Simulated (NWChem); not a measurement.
System meant: SiSbH3F2; SMILES [F][Sb]([F])[SiH3]

NWChem input:

```
start job
memory heap 200 mb stack 900 mb global 1100 mb
geometry units angstroms noautoz
  Sb    -0.287214     0.487413     0.263113
  F     -1.050667     0.620290    -1.516147
  F      1.561615     0.707151    -0.284460
  Si    -0.087663    -2.103769     0.022367
  H      0.544462    -2.388025    -1.296967
  H     -1.448731    -2.718021     0.093646
  H      0.753736    -2.645093     1.133186
end
basis spherical
  * library def2-svp
end
ecp
  Sb library def2-ecp
end
dft
  odft
  mult 2
  xc b3lyp
  iterations 150
  mulliken
end
task dft energy
```

End of the output:

```
                                 NWChem DFT Module
                                 -----------------

 Summary of "ao basis" -> "ao basis" (spherical)
 ------------------------------------------------------------------------------
       Tag                 Description            Shells   Functions and Types
 ---------------- ------------------------------  ------  ---------------------
 Sb                         def2-svp                10       26   4s4p2d
 F                          def2-svp                 6       14   3s2p1d
 Si                         def2-svp                 8       18   4s3p1d
 H                          def2-svp                 3        5   2s1p

 Summary of "ao basis" -> "ao basis" (spherical)
 ------------------------------------------------------------------------------
       Tag                 Description            Shells   Functions and Types
 ---------------- ------------------------------  ------  ---------------------
 Sb                         def2-svp                10       26   4s4p2d
 F                          def2-svp                 6       14   3s2p1d
 Si                         def2-svp                 8       18   4s3p1d
 H                          def2-svp                 3        5   2s1p

      Symmetry analysis of basis
      --------------------------

        a'         54
        a"         33

  number of electrons :                   58
  multiplicity        :                    2
 ------------------------------------------------------------------------
  no. of electrons and multiplicity not compatible                  58
 ------------------------------------------------------------------------
 ------------------------------------------------------------------------
  current input line :
    25: task dft energy
 ------------------------------------------------------------------------
 ------------------------------------------------------------------------
 There is an error in the input file
 ------------------------------------------------------------------------
 For more information see the NWChem manual at https://nwchemgit.github.io

0: no. of electrons and multiplicity not compatible:Received an Error in Communication
```

Task: Can this run be used? If not, why, and what is the fix?

Result: The program refused the input. Cause: the multiplicity doesn't fit the number of electrons (an even count wants an odd multiplicity, and the reverse). This input runs:
```
start job
memory heap 200 mb stack 900 mb global 1100 mb
geometry units angstroms noautoz
  Sb    -0.287214     0.487413     0.263113
  F     -1.050667     0.620290    -1.516147
  F      1.561615     0.707151    -0.284460
  Si    -0.087663    -2.103769     0.022367
  H      0.544462    -2.388025    -1.296967
  H     -1.448731    -2.718021     0.093646
  H      0.753736    -2.645093     1.133186
end
basis spherical
  * library def2-svp
end
ecp
  Sb library def2-ecp
end
dft
  xc b3lyp
  iterations 150
  mulliken
end
task dft energy
```
It converges to -731.11550 Ha (B3LYP/def2-SVP with def2 effective core potentials on Sb).
